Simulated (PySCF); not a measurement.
Ge²⁺ (germanium, charge +2) across methods

[Ar] 3d10 4s1 5s1, high-spin 3S determinant (an excited configuration). Computed with PySCF 2.14 in x2c-QZVPPall with one added diffuse shell each of s, p, d, f type (12s9p6d5f1g, 113 functions), with scalar relativity by spin-free X2C-1e.

```csv
method,E (hartree),mean ε 3d β (eV),mean ε 4s α (eV),mean ε 5s α (eV),Σ⟨r²⟩ (bohr²),⟨S²⟩
LDA,-2093.900,-56.015,-34.856,-12.687,35.42,2.000
UHF,-2095.61693,-70.139,-38.406,-14.047,37.16,2.000
MN15,-2098.649,-60.768,-35.972,-13.063,36.45,2.000
PBE0,-2096.944,-59.542,-35.550,-13.155,35.81,2.000
BHandHLYP,-2097.175,-63.395,-36.767,-13.313,36.18,2.000
PBE,-2096.915,-55.633,-34.421,-12.722,35.57,2.000
```

Q: Estimate the same row for r2SCAN.

A: E (hartree) = -2097.167; mean ε 3d β (eV) = -56.396; mean ε 4s α (eV) = -34.588; mean ε 5s α (eV) = -12.647; Σ⟨r²⟩ (bohr²) = 35.82; ⟨S²⟩ = 2.001.

The outer electron is Rydberg-like, and this basis confines it to a smaller radius and binds it less than a complete one would.
